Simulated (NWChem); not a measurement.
System: CaHOF; SMILES [Ca]([OH])[F]

The following NWChem deck was run.

```
start job
memory heap 200 mb stack 900 mb global 1100 mb
geometry units angstroms noautosym nocenter noautoz
  Ca     0.267241     0.136757     0.000000
  F     -0.470096     1.980271     0.000000
  O     -0.171261    -1.817320     0.000000
  H     -0.527044    -2.717832     0.000000
end
basis spherical
  * library def2-svpd
end
dft
  xc pbe0
  iterations 150
end
property
  response 1 0.0428
end
task dft property
```

Parts of the log:

```
             Northwest Computational Chemistry Package (NWChem) 7.3.0
             --------------------------------------------------------

                             Geometry "geometry" -> ""
                             -------------------------

 Output coordinates in angstroms (scale by  1.889725989 to convert to a.u.)

  No.       Tag          Charge          X              Y              Z
 ---- ---------------- ---------- -------------- -------------- --------------
    1 Ca                  20.0000     0.26724100     0.13675700     0.00000000
    2 F                    9.0000    -0.47009600     1.98027100     0.00000000
    3 O                    8.0000    -0.17126100    -1.81732000     0.00000000
    4 H                    1.0000    -0.52704400    -2.71783200     0.00000000

 Effective nuclear repulsion energy (a.u.)     109.2111507530

                              NWChem Property Module
                              ----------------------

                                 NWChem DFT Module
                                 -----------------

 Summary of "ao basis" -> "ao basis" (spherical)
 ------------------------------------------------------------------------------
       Tag                 Description            Shells   Functions and Types
 ---------------- ------------------------------  ------  ---------------------
 Ca                        def2-svpd                11       27   5s4p2d
 F                         def2-svpd                 9       23   4s3p2d
 O                         def2-svpd                 9       23   4s3p2d
 H                         def2-svpd                 4        8   2s2p

            General Information
            -------------------
          SCF calculation type: DFT
          Wavefunction type:  closed shell.
          No. of atoms     :     4
          No. of electrons :    38
           Alpha electrons :    19
            Beta electrons :    19
          Charge           :     0
          Spin multiplicity:     1
          Use of symmetry is: off; symmetry adaption is: off
          Maximum number of iterations: 150
          AO basis - number of functions:    81
                     number of shells:    33
          Convergence on energy requested:  1.00D-06
          Convergence on density requested:  1.00D-05
          Convergence on gradient requested:  5.00D-04

              XC Information
              --------------
                         PBE0 Method XC Functional
                     Hartree-Fock (Exact) Exchange  0.250
          PerdewBurkeErnzerhof Exchange Functional  0.750
            Perdew 1991 LDA Correlation Functional  1.000 local
           PerdewBurkeErnz. Correlation Functional  1.000 non-local

             Grid Information
             ----------------
          Grid used for XC integration:  medium
          Radial quadrature: Mura-Knowles
          Angular quadrature: Lebedev.
          Tag              B.-S. Rad. Rad. Pts. Rad. Cut. Ang. Pts.
          ---              ---------- --------- --------- ---------
          Ca                  1.80      112          11.0       590
          F                   0.50       49          12.0       434
          O                   0.60       49          12.0       434
          H                   0.35       45          13.0       434
          Grid pruning is: on
          Number of quadrature shells:   255
          Spatial weights used:  Erf1

      Superposition of Atomic Density Guess
      -------------------------------------

 Sum of atomic energies:        -851.15163469

      Non-variational initial energy
      ------------------------------

 Total energy =    -851.097805
 1-e energy   =   -1385.504814
 2-e energy   =     425.195858
 HOMO         =      -0.514891
 LUMO         =      -0.136777

   convergence    iter        energy       DeltaE   RMS-Dens  Diis-err
 ---------------- ----- ----------------- --------- --------- ---------
 d= 0,ls=0.0,diis     1   -852.6445860815 -9.62D+02  2.31D-02  1.62D+00
 d= 0,ls=0.0,diis     2   -852.0470611148  5.98D-01  1.43D-02  8.06D+00
 d= 0,ls=0.0,diis     3   -852.8310223771 -7.84D-01  1.23D-03  6.30D-03
 d= 0,ls=0.0,diis     4   -852.8317033276 -6.81D-04  3.78D-04  2.12D-03
 d= 0,ls=0.0,diis     5   -852.8318959190 -1.93D-04  1.29D-04  4.75D-04
  Resetting Diis
 d= 0,ls=0.0,diis     6   -852.8319354495 -3.95D-05  4.45D-05  2.14D-05
 d= 0,ls=0.0,diis     7   -852.8319376484 -2.20D-06  1.62D-05  3.55D-07
 d= 0,ls=0.0,diis     8   -852.8319376612 -1.28D-08  5.70D-06  2.92D-07

         Total DFT energy =     -852.831937661217
      One electron energy =    -1391.900990038517
           Coulomb energy =      485.203935658880
    Exchange-Corr. energy =      -55.346034034576
 Nuclear repulsion energy =      109.211150752996

 Numeric. integr. density =       37.999997914178

                       DFT Final Molecular Orbital Analysis
                       ------------------------------------

 Vector   17  Occ=2.000000D+00  E=-3.334113D-01
              MO Center= -4.5D-01,  1.9D+00,  3.6D-11, r^2= 9.1D-01
   Bfn.  Coefficient  Atom+Function         Bfn.  Coefficient  Atom+Function
  ----- ------------  ---------------      ----- ------------  ---------------
    32      0.629786  2 F  px                35     -0.432423  2 F  px
    38     -0.136998  2 F  px                10      0.130183  1 Ca py
    22      0.068453  1 Ca d  2              56      0.061562  3 O  py
    53      0.054779  3 O  s                 74     -0.052811  4 H  s
    59      0.045316  3 O  py                 9      0.043086  1 Ca px

 Vector   18  Occ=2.000000D+00  E=-2.781082D-01
              MO Center= -1.7D-01, -1.7D+00, -6.5D-10, r^2= 1.0D+00
   Bfn.  Coefficient  Atom+Function         Bfn.  Coefficient  Atom+Function
  ----- ------------  ---------------      ----- ------------  ---------------
    57      0.590308  3 O  pz                60      0.426829  3 O  pz
    19     -0.100120  1 Ca d -1              63      0.094293  3 O  pz
    11     -0.088330  1 Ca pz                34     -0.054606  2 F  pz
    81      0.052757  4 H  pz                24     -0.042198  1 Ca d -1
    37      0.038958  2 F  pz                40      0.030049  2 F  pz

 Vector   19  Occ=2.000000D+00  E=-2.774063D-01
              MO Center= -1.6D-01, -1.7D+00,  3.4D-10, r^2= 1.1D+00
   Bfn.  Coefficient  Atom+Function         Bfn.  Coefficient  Atom+Function
  ----- ------------  ---------------      ----- ------------  ---------------
    55      0.553859  3 O  px                58      0.398372  3 O  px
    56     -0.204845  3 O  py                59     -0.151880  3 O  py
     9     -0.095236  1 Ca px                54      0.094414  3 O  s
    18     -0.093100  1 Ca d -2              61      0.087735  3 O  px
    33     -0.071427  2 F  py                36      0.058820  2 F  py

 Vector   20  Occ=0.000000D+00  E=-5.297679D-02
              MO Center=  1.2D+00,  1.6D-01,  1.9D-08, r^2= 6.4D+00
   Bfn.  Coefficient  Atom+Function         Bfn.  Coefficient  Atom+Function
  ----- ------------  ---------------      ----- ------------  ---------------
     5      0.547815  1 Ca s                  3     -0.352917  1 Ca s
     4      0.331143  1 Ca s                 12      0.222356  1 Ca px
    27      0.166712  1 Ca d  2              22      0.165353  1 Ca d  2
    15      0.156614  1 Ca px                 9     -0.106883  1 Ca px
    54      0.099885  3 O  s                 20      0.099378  1 Ca d  0

 Vector   21  Occ=0.000000D+00  E= 4.577962D-03
              MO Center=  8.4D-01,  2.2D-01, -2.8D-09, r^2= 1.1D+01
   Bfn.  Coefficient  Atom+Function         Bfn.  Coefficient  Atom+Function
  ----- ------------  ---------------      ----- ------------  ---------------
    17      0.818722  1 Ca pz                14      0.285486  1 Ca pz
    21     -0.252232  1 Ca d  1              26     -0.226170  1 Ca d  1
    11     -0.167881  1 Ca pz                63     -0.123314  3 O  pz
    40     -0.081447  2 F  pz                57     -0.067986  3 O  pz
    34      0.059398  2 F  pz                60     -0.057597  3 O  pz

 Vector   22  Occ=0.000000D+00  E= 9.944842D-03
              MO Center= -3.7D-03, -1.0D-01, -3.3D-09, r^2= 1.2D+01
   Bfn.  Coefficient  Atom+Function         Bfn.  Coefficient  Atom+Function
  ----- ------------  ---------------      ----- ------------  ---------------
    15      0.754933  1 Ca px                54      0.683546  3 O  s
     4     -0.381291  1 Ca s                 16      0.356155  1 Ca py
    13      0.332607  1 Ca py                 5     -0.309875  1 Ca s
    20     -0.277145  1 Ca d  0              12      0.236431  1 Ca px
    25     -0.189319  1 Ca d  0              27      0.185022  1 Ca d  2

     Multipole analysis of the density
     ---------------------------------

     L   x y z        total         alpha         beta         nuclear
     -   - - -        -----         -----         ----         -------
     0   0 0 0     -0.000000    -19.000000    -19.000000     38.000000

     1   1 0 0      1.377721      1.428855      1.428855     -1.479988
     1   0 1 0     -0.571684     -3.405012     -3.405012      6.238339
     1   0 0 1     -0.000000     -0.000000     -0.000000      0.000000

     2   2 0 0    -16.944669    -15.488914    -15.488914     14.033159
     2   1 1 0      3.520064      8.411158      8.411158    -13.302252
     2   1 0 1     -0.000000     -0.000000     -0.000000      0.000000
     2   0 2 0    -29.553033   -138.826605   -138.826605    248.100176
     2   0 1 1     -0.000000     -0.000000     -0.000000      0.000000
     2   0 0 2    -17.167194     -8.583597     -8.583597      0.000000

 *** CALLING NEW AORESP DRIVER FOR CLOSED AND OPEN SHELLS ***
 Entering AOResponse driver routine

--------------------------------------------------------------------------------

          -----------------------------------------------
          Solving response equations for perturbing field
          -----------------------------------------------

 number of frequencies:     1
 frequency in a.u.:  0.4280000E-01
 Perturbing field: electric
 Using El. Dipole Length Gauge

 Setting up CPKS with frequency omega =      0.04280000 a.u.

                            NWChem Dynamic CPHF Module
                            --------------------------

    scftype = RHF
    nclosed =   19
      nopen =    0
  variables =     2356
  num. vecs =        3
  tolerance =   1.0D-04
  max. iter =   50

 SCF residual:    2.8821387737853782E-004

Iterative solution of linear equations
  No. of variables     2356
  No. of equations        3
  Maximum subspace       30
       Convergence  1.0D-04

   iter   nsub   residual    time
   ----  ------  --------  ---------
     1      3    1.72D+00       9.5
     2      6    2.55D+00      15.0
     3      9    5.88D-01      20.3
     4     12    5.06D-02      25.7
     5     15    9.78D-03      31.0
     6     18    2.21D-03      36.4
     7     21    1.83D-04      41.9
     8     24    7.38D-05      47.2

 Electric Dipole Response Matrix (nonzero elements):

              1        2        3
    1   25.2154  -0.0098  -0.0000
    2   -0.0098  38.1571  -0.0000
    3   -0.0000  -0.0000  24.5412

 ------------------------------------------
 average:        29.30459 + I       0.00000

 DFT Linear Response polarizability / au
 Frequency  =       0.0428000 / au
 Wavelength =    1064.5643224 / nm
              X              Y              Z
 -----------------------------------------------
 X      25.2153934     -0.0098025     -0.0000000
 Y      -0.0098013     38.1571386     -0.0000000
 Z      -0.0000000     -0.0000000     24.5412332
 -----------------------------------------------
 Eigenvalues =      25.2153860     38.1571461     24.5412332
 Isotropic   =      29.3045884
 Anisotropic =      13.2916650
 -----------------------------------------------

 Magnetic Dipole Response Matrix (nonzero elements):

 Exiting AOResponse driver routine
```

Level: PBE0/def2-SVPD. The geometry was optimised at PBE-D3(BJ)/def2-SVP.
